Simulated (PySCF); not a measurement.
PySCF job for C₂H₈N₂OSi, SMILES N[Si@@H](/N=C\C)O, PBE0/pcSseg-1. Coordinates come from a PBE0-D3(BJ)/def2-SVP optimisation. The structure was generated by enumeration; whether it is a known compound was not checked. Other conformers were not sampled.

```python
import numpy as np
from pyscf import gto, scf, dft
from pyscf.prop.nmr import rks as nmr

mol = gto.M(
    atom='''
    C     2.54666910   -0.65314052    0.48900983
    C     1.64770522   -0.76696250   -0.70598421
    N     0.43264272   -0.44252103   -0.80821619
    Si   -0.71446804    0.21825353    0.31687434
    N    -2.25130987   -0.49992581    0.04396297
    O    -0.72167812    1.84513946   -0.03036573
    H     2.01793056   -0.27744013    1.37546061
    H     3.38264010    0.02718132    0.25552259
    H     2.99794104   -1.63195088    0.72045496
    H     2.15297185   -1.18608972   -1.60328294
    H    -0.42375021   -0.00614801    1.76804520
    H    -2.69375184   -1.05408531    0.76620130
    H    -2.50384873   -0.81955920   -0.88450675
    H    -1.58973098    2.24917301    0.06040898
    ''',
    basis='pcSseg-1',
    charge=0,
    spin=0,
    max_memory=1600,
    verbose=3,
)
mf = dft.RKS(mol, xc='pbe0')
mf.grids.level = 3
mf.conv_tol = 1e-10
mf.max_cycle = 100
mf.kernel()
n = nmr.NMR(mf)
n.verbose = 2
n.max_cycle_cphf = 60
sigma = n.kernel()
print('atom   isotropic/ppm   span/ppm')
for i, s in enumerate(sigma):
    w = np.linalg.eigvalsh((s + s.T) / 2)
    print(f'{mol.atom_symbol(i):2s}{i + 1:3d} {w.mean():14.3f} {w[2] - w[0]:11.3f}')
```

It prints:

```
converged SCF energy = -554.859843466542
atom   isotropic/ppm   span/ppm
C   1        154.928      52.436
C   2          6.204     218.331
N   3       -127.275     675.552
Si  4        397.128      78.054
N   5        230.604      56.132
O   6        271.997      69.470
H   7         29.197       7.144
H   8         29.287       6.693
H   9         29.368       6.591
H  10         22.839       6.024
H  11         26.107       8.029
H  12         30.262      16.278
H  13         30.164      17.055
H  14         29.948      19.791
```

The run converged.
